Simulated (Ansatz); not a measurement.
A structure relaxed at B3LYP-D4/def2-SVP in Ansatz, charge 0, singlet:

```
atom   x (Å)   y (Å)   z (Å)
 Ge1   2.147  -1.197   0.880
 Al2  -0.266  -0.548   1.640
 Al3  -2.020  -0.656  -0.276
 Al4   1.345   1.115  -0.031
 Al5   0.365  -1.371  -1.020
 Al6  -1.082   1.722   0.672
 Al7  -0.489   0.935  -1.865
```

Question: Give its formula and point group.

Answer: Al6Ge. Point group C3v (tolerance 0.1 Å).

Question: Summarise the bond lengths by kind (pairs closer than 1.2 times the sum of covalent radii, bridged metal pairs left out).

Answer: 12 × Al–Al 2.60 to 2.86 Å; 3 × Al–Ge 2.61 Å.

The restricted singlet is unstable towards broken spin symmetry in Hartree–Fock (as tested in another run); at B3LYP-D4/def2-SVP this wasn't settled. The structure comes from a short search, and lower isomers may exist.
